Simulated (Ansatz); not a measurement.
Molecule: C4H2BrSe (charge 0, doublet). It need not be the lowest isomer of its formula. SMILES: c1(Br)[c][se]cc1
Coordinates optimised at B3LYP-D3(BJ)/def2-TZVP (Ansatz, an electronic-structure program):
```
C
C 1 1.3553
H 2 1.0780 1 127.57
H 1 1.0811 2 123.58 3 0.00
C 1 1.4386 4 121.88 2 -180.00
C 5 1.3401 1 113.40 4 180.00
Se 6 1.8565 5 114.62 1 0.00
Br 5 1.8961 6 124.08 7 -180.00
```
Charge 0, spin multiplicity 2.

Wanted: atomisation energy (electronic, to ground-state atoms), in eV. Correlated levels leave the core frozen unless marked. UHF or UKS for open shells. No spin-orbit coupling. Frozen are the shells of the preceding noble gas and the d and f shells that filled before the atom's block. Non-relativistic. The coupled-cluster limit lacks core correlation, which all-electron functionals hold. CBS(X,Y): correlation extrapolated as X^-3; Hartree-Fock from the larger set.

The UHF reference is spin-contaminated (<S^2> 0.45 over the pure value in the largest basis). 

```
level                         program  atomisation energy (eV)
----------------------------  -------  -----------------------
PBE0/def2-TZVPD                Ansatz                    34.65
PBE0/def2-QZVPP                Ansatz                    34.65
SCS-MP2/6-31G                  Ansatz                    27.92
CCSD(T)/CBS(cc-pVTZ,cc-pVQZ)   Ansatz                      [?]
```

Some entries are withheld; supply them.


- CCSD(T)/CBS(cc-pVTZ,cc-pVQZ), atomisation energy (eV): 33.75
